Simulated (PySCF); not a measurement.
**Sulfur: a sound run and one with changed settings**

Sound run: S²⁺ [Ne] 3s2 3p2, S³⁺ [Ne] 3s2 3p1. Computed with PySCF 2.14 in aug-cc-pVDZ-DK (5s4p2d, 27 functions), with the spin-free X2C one-electron Hamiltonian (Gaussian nucleus). The sound run starts from symmetry-adapted Hartree-Fock orbitals and uses a fine grid where one is needed.

Changed run: 14 angular points. This setting is unsound on purpose.

| species | method | sound run (hartree) | changed run (hartree) | converged |
| --- | --- | --- | --- | --- |
| S²⁺ | UHF | -397.40529 | -397.40529 | yes |
| S²⁺ | r2SCAN | -397.92104 | -397.92418 | yes |
| S²⁺ | TPSS | -397.97555 | -397.97640 | yes |
| S³⁺ | UHF | -396.15056 | -396.15056 | yes |
| S³⁺ | r2SCAN | -396.63448 | -396.63509 | yes |
| S³⁺ | TPSS | -396.69347 | -396.69264 | yes |

Ionisation energy of S²⁺:

```tsv
method	sound run (eV)	changed run (eV)
UHF	34.143	34.143
r2SCAN	35.009	35.078
TPSS	34.887	34.933
```

A coarse angular grid integrates products of high-l functions wrongly, so density functionals can shift, and the SCF can exploit the error; Hartree-Fock and MP2 need no grid.

For comparison, NIST gives 34.86 ± 0.04 eV between the lowest levels.
